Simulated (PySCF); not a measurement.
C5H10F2OSi.
SMILES with atom numbers: `[F:1][CH:2]([F:3])[SiH:4]1[CH2:5][CH2:6][O:7][CH2:8][CH2:9]1` (hydrogens: H10 on C2; H11 on Si4; H12, H13 on C5; H14, H15 on C6; H16, H17 on C8; H18, H19 on C9)

Geometry (PBE0-D3(BJ)/def2-SVP, Å), atoms numbered from 1 in this order:
```xyz
19
C5H10F2OSi angstrom
F      1.7695   -0.1056   -1.5255
C      2.2232   -0.0509   -0.2350
F      2.8754   -1.2194    0.0186
Si     0.7311    0.1280    0.9679
C     -0.3481    1.5720    0.4258
C     -1.2342    1.1403   -0.7499
O     -1.9846   -0.0144   -0.4772
C     -1.2526   -1.2140   -0.4791
C     -0.3650   -1.3842    0.7595
H      2.9708    0.7637   -0.1893
H      1.3044    0.2826    2.3389
H     -0.9904    1.8588    1.2761
H      0.2454    2.4620    0.1579
H     -1.9640    1.9299   -0.9871
H     -0.6094    0.9861   -1.6520
H     -0.6309   -1.2807   -1.3936
H     -1.9973   -2.0235   -0.5287
H     -0.9986   -1.4903    1.6561
H      0.2425   -2.3003    0.6777
```

Computed with PySCF at PBE0/pcSseg-1, non-relativistic, on one gas-phase PBE0-D3(BJ)/def2-SVP geometry that isn't relaxed in the solvent. The solvent is an IEF-PCM continuum (van der Waals radii × 1.2). Only the electrostatic response of the medium enters.

Gas phase at PBE0/pcSseg-1: HOMO -7.45 eV, LUMO 0.97 eV, dipole 1.67 D.

Problem. What does the continuum do to the energy, the frontier levels and the dipole at PBE0/pcSseg-1 in water?

Solution. 
```csv
solvent,ε,E(solvent) − E(gas) (kJ/mol),polarisation term (kJ/mol),distortion of the solute (kJ/mol),HOMO (eV),LUMO (eV),dipole (D)
water,78.36,-21.32,-24.01,2.69,-7.42,1.22,2.21
```

Polarisation term: ½ Σ q·V over the induced surface charges. Distortion: the rise of the solute's own energy as its density leaves the gas-phase optimum.

Problem. Which radius a makes the point-dipole formula ΔE = −[(ε − 1)/(2ε + 1)]·μ²/a³ give the value in water, with the gas-phase dipole?

Solution. μ = 0.657 au and |ΔE| = 0.00812 Eh give a = 1.57 Å; the farthest nucleus lies 3.12 Å from the centroid of the nuclei, so such a sphere wouldn't even hold the nuclei. The formula assumes a rigid point dipole at the centre of a sphere.

Problem. Give the dipole vector in the frame of the coordinates (D, pointing from negative to positive charge), gas and water.

Solution. Gas (0.30, 1.33, 0.97), solvent (0.60, 1.75, 1.22). Its length changes by +33 % and its direction by 6°.

Problem. Which Mulliken charges (PBE0/pcSseg-1) respond most in water (means over atoms taken as equivalent)?

Solution. 
| atoms | environment | gas (e) | solvent (e) | change |
| --- | --- | --- | --- | --- |
| O7 | cyclic ether oxygen | -0.506 | -0.536 | -0.030 |
| H10 | methine hydrogen | +0.111 | +0.140 | +0.029 |
| F1/F3 | fluorine of a CF2 group | -0.313 | -0.327 | -0.014 |
| Si4 | SiH silicon | +0.815 | +0.828 | +0.013 |
| H13/H19 | methylene hydrogen | +0.148 | +0.160 | +0.012 |
| C6/C8 | sp3 carbon bound to oxygen | +0.051 | +0.041 | -0.010 |
| C2 | CHF2 carbon | +0.243 | +0.234 | -0.009 |
| H12/H18 | methylene hydrogen | +0.152 | +0.158 | +0.006 |

Problem. How do the nuclear quadrupole coupling constants eQVzz/h respond in water?

Solution. 
```tsv
nucleus	Q (barn)	gas (MHz)	solvent (MHz)	η gas	η solvent
17O at O7	-0.0256	-12.05	-11.84	0.93	0.94
```
